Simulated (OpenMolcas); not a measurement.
# HfC at 1.937 Å: OpenMolcas input and output

Input (each module block was a call of its own in one work directory; start orbitals came from a preliminary run):

```
&GATEWAY
Coord
2
angstrom
Hf 0.0 0.0 0.0
C 0.0 0.0 1.9370
Basis=ANO-RCC-VDZP
Group=XY
RX2C
AMFI
ANGMom
0.0 0.0 0.0
RICD
&SEWARD
&GUESSORB
&RASSCF
FileOrb=$CurrDir/o32.orb
Symmetry=2
Spin=3
nActEl=6 0 0
Inactive=20 16
RAS2=5 4
CIRoot=8 8 1
Linear
Iterations=120 100
OrbListing=Nothing
PRWF=0.15
>>COPY $Project.RasOrb $CurrDir/o32.orb
>>COPY $Project.rasscf.h5 $CurrDir/r32.h5
&CASPT2
XMultistate=all
Imaginary=0.2
IPEA=0.25
MaxIter=40
>>COPY $Project.JobMix JOB001
&RASSCF
FileOrb=$CurrDir/o11.orb
Symmetry=1
Spin=1
nActEl=6 0 0
Inactive=20 16
RAS2=5 4
CIRoot=3 3 1
Linear
Iterations=120 100
OrbListing=Nothing
PRWF=0.15
>>COPY $Project.RasOrb $CurrDir/o11.orb
>>COPY $Project.rasscf.h5 $CurrDir/r11.h5
&CASPT2
XMultistate=all
Imaginary=0.2
IPEA=0.25
MaxIter=40
>>COPY $Project.JobMix JOB002
```

```bash
pymolcas m.inp
```

RASSCF and CASPT2 output of these blocks, in excerpt:

```
++    Wave function specifications:
      Number of closed shell electrons          72
      Number of electrons in active shells       6
      Number of inactive orbitals               36
      Number of active orbitals                  9
      Number of secondary orbitals              37
      Spin quantum number                      1.0
      State symmetry                             2
++    Orbital specifications:
      Symmetry species                           1   2
                                                 a   b
      Frozen orbitals                            0   0
      Inactive orbitals                         20  16
      Active orbitals                            5   4
      RAS2 orbitals                              5   4
      Secondary orbitals                        19  18
      Number of basis functions                 44  38
      printout of CI-coefficients larger than  0.15 for root  1
      energy=  -15112.605789
      conf/sym  11111 2222     Coeff  Weight
           925  0200u 2u00  -0.82773 0.68514
          1285  0u002 2u00   0.32865 0.10801
      printout of CI-coefficients larger than  0.15 for root  2
      energy=  -15112.605789
      conf/sym  11111 2222     Coeff  Weight
           926  0200u u200   0.82773 0.68514
          1286  0u002 u200  -0.32865 0.10801
      printout of CI-coefficients larger than  0.15 for root  3
      energy=  -15112.587306
      conf/sym  11111 2222     Coeff  Weight
           901  ud00u 2u00  -0.19139 0.03663
           925  0200u 2u00  -0.27519 0.07573
          1285  0u002 2u00  -0.82646 0.68304
      printout of CI-coefficients larger than  0.15 for root  4
      energy=  -15112.587306
      conf/sym  11111 2222     Coeff  Weight
           902  ud00u u200  -0.19139 0.03663
           926  0200u u200  -0.27519 0.07573
          1286  0u002 u200  -0.82646 0.68304
      printout of CI-coefficients larger than  0.15 for root  5
      energy=  -15112.573154
      conf/sym  11111 2222     Coeff  Weight
           493  02u00 2u00   0.47389 0.22458
           638  020u0 u200   0.47389 0.22458
           973  0ud0u 2u00   0.20924 0.04378
          1046  0u0du u200   0.20924 0.04378
          1309  00u02 2u00   0.23286 0.05422
          1334  000u2 u200   0.23286 0.05422
          1501  0uu0u 2d00  -0.30376 0.09227
          1550  0u0uu d200  -0.30376 0.09227
      printout of CI-coefficients larger than  0.15 for root  6
      energy=  -15112.573154
      conf/sym  11111 2222     Coeff  Weight
           494  02u00 u200   0.47389 0.22458
           637  020u0 2u00  -0.47389 0.22458
           974  0ud0u u200   0.20924 0.04378
          1045  0u0du 2u00  -0.20924 0.04378
          1310  00u02 u200   0.23286 0.05422
          1333  000u2 2u00  -0.23286 0.05422
          1502  0uu0u d200  -0.30376 0.09227
          1549  0u0uu 2d00   0.30376 0.09227
      printout of CI-coefficients larger than  0.15 for root  7
      energy=  -15112.565653
      conf/sym  11111 2222     Coeff  Weight
           493  02u00 2u00  -0.49924 0.24924
           638  020u0 u200   0.49924 0.24924
           925  0200u 2u00   0.24283 0.05897
           973  0ud0u 2u00  -0.18447 0.03403
          1046  0u0du u200   0.18447 0.03403
          1309  00u02 2u00  -0.24948 0.06224
          1334  000u2 u200   0.24948 0.06224
          1501  0uu0u 2d00   0.21069 0.04439
          1550  0u0uu d200  -0.21070 0.04439
      printout of CI-coefficients larger than  0.15 for root  8
      energy=  -15112.565653
      conf/sym  11111 2222     Coeff  Weight
           494  02u00 u200  -0.49924 0.24924
           637  020u0 2u00  -0.49924 0.24924
           926  0200u u200  -0.24283 0.05897
           974  0ud0u u200  -0.18447 0.03403
          1045  0u0du 2u00  -0.18447 0.03403
          1310  00u02 u200  -0.24948 0.06224
          1333  000u2 2u00  -0.24948 0.06224
          1502  0uu0u d200   0.21070 0.04439
          1549  0u0uu 2d00   0.21069 0.04439
      Natural orbitals and occupation numbers for root  1
      sym 1:   0.030272   1.845490   0.080175   0.062178   0.981752
      sym 2:   1.868482   0.998012   0.097137   0.036501
      Natural orbitals and occupation numbers for root  2
      sym 1:   0.030272   1.845491   0.080175   0.062178   0.981752
      sym 2:   0.998012   1.868482   0.036501   0.097137
      Natural orbitals and occupation numbers for root  3
      sym 1:   0.106337   1.011954   0.034988   0.050854   1.799476
      sym 2:   1.876747   0.984854   0.092548   0.042243
      Natural orbitals and occupation numbers for root  4
      sym 1:   0.106337   1.011954   0.034988   0.050854   1.799476
      sym 2:   0.984854   1.876747   0.042243   0.092548
      Natural orbitals and occupation numbers for root  5
      sym 1:   0.022698   1.336871   0.500887   0.500887   0.639362
      sym 2:   1.424440   1.424439   0.075208   0.075208
      Natural orbitals and occupation numbers for root  6
      sym 1:   0.022698   1.336871   0.500887   0.500887   0.639362
      sym 2:   1.424440   1.424439   0.075208   0.075208
      Natural orbitals and occupation numbers for root  7
      sym 1:   0.025443   1.431658   0.370578   0.463375   0.710298
      sym 2:   1.467545   1.395011   0.068841   0.067249
      Natural orbitals and occupation numbers for root  8
      sym 1:   0.025443   1.431658   0.370579   0.463375   0.710298
      sym 2:   1.395011   1.467545   0.067249   0.068841
      RASSCF energy for state  8                 -15112.56565341
::    RASSCF root number  1 Total energy: -15112.60578938
::    RASSCF root number  2 Total energy: -15112.60578938
::    RASSCF root number  3 Total energy: -15112.58730625
::    RASSCF root number  4 Total energy: -15112.58730624
::    RASSCF root number  5 Total energy: -15112.57315440
::    RASSCF root number  6 Total energy: -15112.57315440
::    RASSCF root number  7 Total energy: -15112.56565341
::    RASSCF root number  8 Total energy: -15112.56565341
      Von Neumann Entropy (Root   1) =  1.95365
++    Wave function specifications:
      Number of closed shell electrons          10
      Number of electrons in active shells       6
      Number of inactive orbitals                5
      Number of active orbitals                  9
      Number of secondary orbitals              37
      Spin quantum number                      1.0
      State symmetry                             2
      Number of CSFs                          1716
      Number of CASSCF root(s) available         8
      CASPT2 state passed to geometry opt.       8
      A file JOBMIX will be created
      This is a MULTI-STATE CASSCF reference
      Number of CI roots used                    8
      These are:                                 1   2   3   4   5   6   7   8
      Off-diagonal elements of Heff are computed
  FINAL CASPT2 RESULT:
      Reference energy:      -15112.6057893789
      E2 (Non-variational):      -0.2972047765
      Shift correction:          -0.0022612886
      E2 (Variational):          -0.2994660651
      Total energy:          -15112.9052554440
      Reference weight:           0.92427
  FINAL CASPT2 RESULT:
      Reference energy:      -15112.6057893768
      E2 (Non-variational):      -0.2973871270
      Shift correction:          -0.0022645907
      E2 (Variational):          -0.2996517177
      Total energy:          -15112.9054410945
      Reference weight:           0.92415
  FINAL CASPT2 RESULT:
      Reference energy:      -15112.5873062459
      E2 (Non-variational):      -0.2992000515
      Shift correction:          -0.0024118929
      E2 (Variational):          -0.3016119443
      Total energy:          -15112.8889181902
      Reference weight:           0.92298
  FINAL CASPT2 RESULT:
      Reference energy:      -15112.5873062390
      E2 (Non-variational):      -0.2993674953
      Shift correction:          -0.0024148780
      E2 (Variational):          -0.3017823732
      Total energy:          -15112.8890886122
      Reference weight:           0.92288
  FINAL CASPT2 RESULT:
      Reference energy:      -15112.5731544023
      E2 (Non-variational):      -0.2862345596
      Shift correction:          -0.0013257459
      E2 (Variational):          -0.2875603055
      Total energy:          -15112.8607147078
      Reference weight:           0.93737
  FINAL CASPT2 RESULT:
      Reference energy:      -15112.5731544023
      E2 (Non-variational):      -0.2862281731
      Shift correction:          -0.0013257722
      E2 (Variational):          -0.2875539453
      Total energy:          -15112.8607083476
      Reference weight:           0.93737
  FINAL CASPT2 RESULT:
      Reference energy:      -15112.5656534104
      E2 (Non-variational):      -0.2879576196
      Shift correction:          -0.0014545455
      E2 (Variational):          -0.2894121651
      Total energy:          -15112.8550655755
      Reference weight:           0.93564
  FINAL CASPT2 RESULT:
      Reference energy:      -15112.5656534101
      E2 (Non-variational):      -0.2879579658
      Shift correction:          -0.0014544953
      E2 (Variational):          -0.2894124611
      Total energy:          -15112.8550658712
      Reference weight:           0.93564
       Total XMS-CASPT2 energies:
::    XMS-CASPT2 Root  1     Total energy: -15112.90736068
::    XMS-CASPT2 Root  2     Total energy: -15112.90716506
::    XMS-CASPT2 Root  3     Total energy: -15112.88659273
::    XMS-CASPT2 Root  4     Total energy: -15112.88641015
::    XMS-CASPT2 Root  5     Total energy: -15112.86071836
::    XMS-CASPT2 Root  6     Total energy: -15112.86070562
::    XMS-CASPT2 Root  7     Total energy: -15112.85566454
::    XMS-CASPT2 Root  8     Total energy: -15112.85564070
++    Wave function specifications:
      Number of closed shell electrons          72
      Number of electrons in active shells       6
      Number of inactive orbitals               36
      Number of active orbitals                  9
      Number of secondary orbitals              37
      Spin quantum number                      0.0
      State symmetry                             1
      printout of CI-coefficients larger than  0.15 for root  1
      energy=  -15112.606171
      conf/sym  11111 2222     Coeff  Weight
           724  02000 2200   0.82807 0.68570
          1146  0u00d 2200  -0.20367 0.04148
          1251  00002 2200  -0.32209 0.10374
      printout of CI-coefficients larger than  0.15 for root  2
      energy=  -15112.563843
      conf/sym  11111 2222     Coeff  Weight
           407  02u0u dd00   0.30906 0.09552
           721  02002 2000   0.55726 0.31054
           722  02002 ud00   0.29383 0.08634
           723  02002 0200  -0.55727 0.31055
          1027  0uu02 dd00   0.19859 0.03944
      printout of CI-coefficients larger than  0.15 for root  3
      energy=  -15112.563843
      conf/sym  11111 2222     Coeff  Weight
           503  020uu dd00  -0.30904 0.09551
           721  02002 2000  -0.20777 0.04317
           722  02002 ud00   0.78810 0.62110
           723  02002 0200   0.20778 0.04317
          1069  0u0u2 dd00  -0.19858 0.03943
      Natural orbitals and occupation numbers for root  1
      sym 1:   0.023039   1.644333   0.014170   0.014170   0.334437
      sym 2:   1.885211   1.885212   0.099714   0.099714
      Natural orbitals and occupation numbers for root  2
      sym 1:   0.080740   1.903226   0.220805   0.065444   1.711168
      sym 2:   0.970554   0.970563   0.038750   0.038749
      Natural orbitals and occupation numbers for root  3
      sym 1:   0.080740   1.903226   0.065446   0.220789   1.711183
      sym 2:   0.970557   0.970560   0.038750   0.038750
      RASSCF energy for state  3                 -15112.56384274
::    RASSCF root number  1 Total energy: -15112.60617053
::    RASSCF root number  2 Total energy: -15112.56384283
::    RASSCF root number  3 Total energy: -15112.56384274
      Von Neumann Entropy (Root   1) =  1.43122
++    Wave function specifications:
      Number of closed shell electrons          10
      Number of electrons in active shells       6
      Number of inactive orbitals                5
      Number of active orbitals                  9
      Number of secondary orbitals              37
      Spin quantum number                      0.0
      State symmetry                             1
      Number of CSFs                          1280
      Number of CASSCF root(s) available         3
      CASPT2 state passed to geometry opt.       3
      A file JOBMIX will be created
      This is a MULTI-STATE CASSCF reference
      Number of CI roots used                    3
      These are:                                 1   2   3
      Off-diagonal elements of Heff are computed
  FINAL CASPT2 RESULT:
      Reference energy:      -15112.6061705329
      E2 (Non-variational):      -0.2980346235
      Shift correction:          -0.0022094868
      E2 (Variational):          -0.3002441104
      Total energy:          -15112.9064146432
      Reference weight:           0.92554
  FINAL CASPT2 RESULT:
      Reference energy:      -15112.5638428298
      E2 (Non-variational):      -0.2966485042
      Shift correction:          -0.0022657852
      E2 (Variational):          -0.2989142894
      Total energy:          -15112.8627571192
      Reference weight:           0.92452
  FINAL CASPT2 RESULT:
      Reference energy:      -15112.5638427422
      E2 (Non-variational):      -0.2967422012
      Shift correction:          -0.0022727545
      E2 (Variational):          -0.2990149557
      Total energy:          -15112.8628576980
      Reference weight:           0.92443
       Total XMS-CASPT2 energies:
::    XMS-CASPT2 Root  1     Total energy: -15112.90641464
::    XMS-CASPT2 Root  2     Total energy: -15112.86285781
::    XMS-CASPT2 Root  3     Total energy: -15112.86275700
```

Only roots inside an energy window near the equilibrium distance were included, so the list of states is not complete; labels number the states computed. Each spin and symmetry block has orbitals of its own, averaged over its own roots, so gaps between blocks are less sure than gaps within one and near the minimum can be off by tenths of an eV, in bad cases by more. No Rydberg orbitals are active, so Rydberg states, and σ→σ* states whose orbital the CASSCF left unused, can be missing between those listed. CASPT2 splits the two components of degenerate states numerically, here by up to 43 cm⁻¹. No roots were computed in block 5b (none fell in the window or the block failed), so states of that kind are missing and can lie low or lowest. For d and f metals this valence active space lacks a second d shell: the order of states is not reliable within half an eV or more, and the lowest computed state need not be the true ground state.
